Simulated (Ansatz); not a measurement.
Total energies of C6H3F3 (`Fc1cccc(F)c1F`).

| atom | x (Å) | y (Å) | z (Å) |
| --- | --- | --- | --- |
| F1 | -1.349 | -0.040 | -2.317 |
| C2 | -0.699 | -0.046 | -1.157 |
| C3 | -1.027 | -0.958 | -0.174 |
| C4 | -0.330 | -0.938 | 1.023 |
| C5 | 0.684 | -0.017 | 1.240 |
| C6 | 0.994 | 0.885 | 0.242 |
| F7 | 1.962 | 1.780 | 0.418 |
| C8 | 0.311 | 0.883 | -0.964 |
| F9 | 0.617 | 1.754 | -1.914 |
| H10 | -1.822 | -1.668 | -0.363 |
| H11 | -0.580 | -1.649 | 1.800 |
| H12 | 1.241 | 0.016 | 2.167 |

The species carries charge 0 and has multiplicity 1. Geometry: relaxed with PBE0-D4/def2-TZVP. Basis def2-TZVPP, Ansatz.

RPA on PBE orbitals: Hartree–Fock energy of these orbitals -527.36538 Eh, correlation -2.52654 Eh (frozen core).

```json
{"functional": "LDA (SPW92)", "energy without D4 (Eh)": "-526.18551", "D4 term (kJ/mol)": "–"}
{"functional": "revPBE", "energy without D4 (Eh)": "-530.00376", "D4 term (kJ/mol)": "-106.0"}
{"functional": "BLYP", "energy without D4 (Eh)": "-530.06111", "D4 term (kJ/mol)": "-70.9"}
{"functional": "r2SCAN", "energy without D4 (Eh)": "-529.91767", "D4 term (kJ/mol)": "-8.0"}
{"functional": "B97M-V", "energy without D4 (Eh)": "-530.07754", "D4 term (kJ/mol)": "–"}
{"functional": "B3LYP", "energy without D4 (Eh)": "-530.16893", "D4 term (kJ/mol)": "-50.7"}
{"functional": "r2SCANh", "energy without D4 (Eh)": "-529.88858", "D4 term (kJ/mol)": "-8.4"}
{"functional": "r2SCAN0", "energy without D4 (Eh)": "-529.84698", "D4 term (kJ/mol)": "-9.3"}
{"functional": "HSE06 (plane-wave form)", "energy without D4 (Eh)": "-529.58787", "D4 term (kJ/mol)": "-24.6"}
{"functional": "BHLYP", "energy without D4 (Eh)": "-529.91664", "D4 term (kJ/mol)": "-35.8"}
{"functional": "CAM-B3LYP", "energy without D4 (Eh)": "-529.97615", "D4 term (kJ/mol)": "-26.6"}
{"functional": "LC-ωPBE", "energy without D4 (Eh)": "-529.82955", "D4 term (kJ/mol)": "–"}
{"functional": "ωB97M-V", "energy without D4 (Eh)": "-530.01866", "D4 term (kJ/mol)": "–"}
{"functional": "PBE-QIDH", "energy without D4 (Eh)": "-529.53005", "D4 term (kJ/mol)": "–"}
```

(1) Give the same for PBE, PBE0, ωB97X-V, B2PLYP. (An estimate is asked.)

B3LYP takes the VWN-RPA correlation (the form of Gaussian; ORCA's B3LYP/G). HSE06 is the plane-wave form, built on full-range PBE exchange. The double hybrids freeze the cores in their second-order part.

Answers

(1) Computed: 
```tsv
functional	energy without D4 (Eh)	D4 term (kJ/mol)
PBE	-529.60061	-31.7
PBE0	-529.61193	-26.6
ωB97X-V	-530.00018	–
B2PLYP	-529.80986	–
```

LC-ωPBE has ω = 0.4 bohr⁻¹.
